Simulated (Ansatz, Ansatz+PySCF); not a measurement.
```xyz
5

C     0.5303    0.0000    0.0000
H     1.2005    0.6977    0.6977
H     1.2005   -0.6977   -0.6977
F    -0.3102    0.8369   -0.8369
F    -0.3102   -0.8369    0.8369
```

Basis set: def2-SVP (spherical functions). Correlated methods keep 3 orbitals frozen. Charge 0, multiplicity 1.

Computed with Ansatz (development build ahead of 0.2.0); each method stands on the lowest determinant of its kind that the runs found. Restricted open shells among the atoms or ions are ROHF, correlated in semicanonical orbitals with singles.

Task: Give the atomization energy at this shape (free ground-state atoms in the same class of orbitals less the molecule, no zero-point energy) of singlet CH2F2 by RHF-CCSD(T), RHF-MP2, RHF, UHF.

Result:

```tsv
method	atomization energy
RHF-CCSD(T)	1674.9 kJ/mol
RHF-MP2	1715.8 kJ/mol
RHF	1242.3 kJ/mol
UHF	1212.8 kJ/mol
```

Caution: the shape is not the minimum.
